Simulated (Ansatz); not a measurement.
Basis-set extrapolation for `FC1(Cl)O[SiH2]1` (PBE0-D4/def2-TZVP geometry, frozen core, Ansatz). Multiplicity 1, RHF reference.

|  | def2-TZVPP | def2-QZVPP |
| --- | --- | --- |
| HF | -961.846583 | -961.878241 |
| MP2 correlation | -0.947447 | -1.029930 |
| CCSD(T) correlation | -1.016105 | not run |

Energies in hartree. Use E(X) = E(∞) + A·exp(−7.88·√X) for Hartree–Fock and E(X) = E(∞) + B·X^(−2.97) for correlation, with X = 3 and 4, and add CCSD(T) minus MP2 of the smaller set to the MP2 limit.

Task: What is the CCSD(T) energy at the basis-set limit?

Result: HF limit: -961.878241 + (-0.031658) × 0.13774 = -961.88260. MP2 limit: -1.029930 + (-0.082483) × 0.74074 = -1.09103. Higher-order term: -1.016105 − (-0.947447) = -0.06866. Total: -963.04229 hartree, 112.7 kcal/mol below CCSD(T)/def2-TZVPP.
